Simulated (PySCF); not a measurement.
Simulation results for AlClGeH₄N, AlBGeH₃N, CH₄AlClGe, AlGeH₂N

All values are calculated (PySCF 2.14.0). Calculation on a computer-drawn molecule: the log of a Hartree-Fock and frozen-core CCSD(T) single point meant for a local Hartree-Fock minimum, with one planted fault or none, to be diagnosed. Offsets are logged minus clean, where the clean run is the same molecule without the fault. The reference is restricted for singlets and unrestricted otherwise, and also for a bond in bohr or an excited solution. Adding or removing an electron swaps singlet and doublet. The excited solution moves the top pair (singlet) or top alpha electron (doublet) to the lowest empty orbital. Highest occupied and lowest empty are orbital energies over both spins, largest force is the largest gradient component, triples share is (T) over the correlation energy, the T1 limit is 0.02 restricted and 0.045 unrestricted, electrons count all cores, a negative frequency is imaginary (commonest isotopes), and the dipole is about the centre of nuclear charge; on germanium a core potential holds 10 electrons, which the energies leave out, and 3d is frozen in MP2 and coupled-cluster steps.

Common to all runs: meant charge 0; meant basis cc-pV(D+d)Z; meant basis and core potential on germanium cc-pVDZ-PP ECP10MDF; logged SCF converged yes; possible faults no fault, one electron removed, one electron added, multiplicity raised by two, geometry at a saddle point, SCF held on an excited solution, minimal basis STO-3G, one bond length entered in bohr, all coordinates scaled.

(1) 
```xyz
8
formula=AlClGeH4N meant_multiplicity=2 logged_electrons=73 logged_basis_functions=103 logged_spin_squared=0.8696 logged_highest_occupied=-5.3572 logged_lowest_empty=-1.5829 logged_largest_force=0.027759 logged_dipole_magnitude=3.9712 logged_SCF_stable_within_its_kind=no logged_energy_HF=-1051.52866 planted_fault=SCF_held_on_an_excited_solution HF_energy_offset_from_clean_run=69.11
Al    -2.1399    -2.2147    -0.7125
N     -0.9156    -0.9569    -0.3414
Ge     0.2347    -0.0721    -1.4404
Cl     2.2047    -1.0259    -1.3887
H     -2.3526    -2.5365    -2.2548
H     -0.7402    -0.7489     0.6289
H      0.4816     1.3526    -0.9631
H     -0.2432    -0.1731    -2.8787
```

Units: logged_highest_occupied, logged_lowest_empty in eV; logged_largest_force in hartree/bohr; logged_dipole_magnitude in debye; logged_energy_HF in hartree; HF_energy_offset_from_clean_run in kcal/mol.

Drawn bonds:
```csv
atom,other atom,order
1,2,1
2,3,1
3,4,1
1,5,1
2,6,1
3,7,1
3,8,1
```

Notes: coupled-cluster numbers left out as unreliable.

(2) 
```xyz
7
formula=AlBGeH3N meant_multiplicity=1 logged_electrons=60 logged_basis_functions=89 logged_spin_squared=0 logged_highest_occupied=-8.4322 logged_lowest_empty=0.29868 logged_largest_force=0.075323 logged_T1_diagnostic=0.021829 logged_D1_diagnostic=0.056384 logged_triples_share=0.041698 logged_CC_converged=yes logged_dipole_magnitude=2.069 logged_SCF_stable_within_its_kind=yes logged_energy_HF=-616.13022 logged_energy_CCSD(T)=-616.58327 planted_fault=all_coordinates_scaled,by_+7.9_% HF_energy_offset_from_clean_run=24.22 CCSD(T)_energy_offset_from_clean_run=14.64
Al     0.1225     1.5996     2.9088
B      0.8886    -0.1553     1.4532
N      1.3181    -1.1392     0.6372
Ge     1.9410    -2.5664    -0.5460
H      1.2338    -3.9918    -0.1027
H      1.5288    -2.2040    -2.1039
H      3.5827    -2.7005    -0.4238
```

Units: logged_highest_occupied, logged_lowest_empty in eV; logged_largest_force in hartree/bohr; logged_dipole_magnitude in debye; logged_energy_HF, logged_energy_CCSD(T) in hartree; HF_energy_offset_from_clean_run, CCSD(T)_energy_offset_from_clean_run in kcal/mol.

Drawn bonds:
```csv
atom,other atom,order
1,2,1
2,3,2
3,4,1
4,5,1
4,6,1
4,7,1
```

Notes: T1 above single-reference limit.

(3) 
```xyz
8
formula=CH4AlClGe meant_multiplicity=1 logged_electrons=72 logged_basis_functions=103 logged_spin_squared=2.0071 logged_highest_occupied=-6.4945 logged_lowest_empty=-0.18797 logged_largest_force=0.0085237 logged_T1_diagnostic=0.015742 logged_D1_diagnostic=0.072968 logged_triples_share=0.028645 logged_CC_converged=yes logged_dipole_magnitude=3.3375 logged_SCF_stable_within_its_kind=yes logged_energy_HF=-1034.96999 logged_energy_CCSD(T)=-1035.43452 planted_fault=multiplicity_raised_by_two HF_energy_offset_from_clean_run=32.44 CCSD(T)_energy_offset_from_clean_run=48.54
Al    -2.0950     0.0217    -1.5966
C     -0.2655     0.4686    -0.8693
Ge     0.8887    -0.8829    -0.0936
Cl     2.7742     0.0216     0.5647
H      0.2991     0.9394    -1.6889
H     -0.4063     1.2470    -0.1036
H      1.2975    -1.9624    -1.0954
H      0.2967    -1.5207     1.1629
```

Units: logged_highest_occupied, logged_lowest_empty in eV; logged_largest_force in hartree/bohr; logged_dipole_magnitude in debye; logged_energy_HF, logged_energy_CCSD(T) in hartree; HF_energy_offset_from_clean_run, CCSD(T)_energy_offset_from_clean_run in kcal/mol.

Drawn bonds:
```csv
atom,other atom,order
1,2,1
2,3,1
3,4,1
2,5,1
2,6,1
3,7,1
3,8,1
```

(4) 
```xyz
5
formula=AlGeH2N meant_multiplicity=1 logged_electrons=53 logged_basis_functions=70 logged_spin_squared=0.7558 logged_highest_occupied=-14.859 logged_lowest_empty=-5.877 logged_largest_force=0.060436 logged_T1_diagnostic=0.024803 logged_D1_diagnostic=0.058614 logged_triples_share=0.040315 logged_CC_converged=yes logged_dipole_magnitude=5.7659 logged_SCF_stable_within_its_kind=yes logged_energy_HF=-590.62464 logged_energy_CCSD(T)=-590.93488 planted_fault=one_electron_removed HF_energy_offset_from_clean_run=154.5 CCSD(T)_energy_offset_from_clean_run=179.2
Al    -3.1350    -0.0952     0.0983
N     -1.7629    -1.1275     0.5094
Ge    -0.4814    -2.1101     0.9116
H      0.8397    -2.1549     0.1449
H     -0.4786    -3.0795     2.0930
```

Units: logged_highest_occupied, logged_lowest_empty in eV; logged_largest_force in hartree/bohr; logged_dipole_magnitude in debye; logged_energy_HF, logged_energy_CCSD(T) in hartree; HF_energy_offset_from_clean_run, CCSD(T)_energy_offset_from_clean_run in kcal/mol.

Drawn bonds:
```csv
atom,other atom,order
1,2,1
2,3,2
3,4,1
3,5,1
```

(5) 
```xyz
5
formula=AlGeH2N meant_multiplicity=1 logged_electrons=54 logged_basis_functions=70 logged_spin_squared=0 logged_highest_occupied=-4.1143 logged_lowest_empty=-3.079 logged_largest_force=0.042605 logged_dipole_magnitude=2.279 logged_SCF_stable_within_its_kind=no logged_energy_HF=-590.56567 planted_fault=SCF_held_on_an_excited_solution HF_energy_offset_from_clean_run=191.5
Al    -3.1350    -0.0952     0.0983
N     -1.7629    -1.1275     0.5094
Ge    -0.4814    -2.1101     0.9116
H      0.8397    -2.1549     0.1449
H     -0.4786    -3.0795     2.0930
```

Units: logged_highest_occupied, logged_lowest_empty in eV; logged_largest_force in hartree/bohr; logged_dipole_magnitude in debye; logged_energy_HF in hartree; HF_energy_offset_from_clean_run in kcal/mol.

Drawn bonds:
```csv
atom,other atom,order
1,2,1
2,3,2
3,4,1
3,5,1
```

Notes: coupled-cluster numbers left out as unreliable.
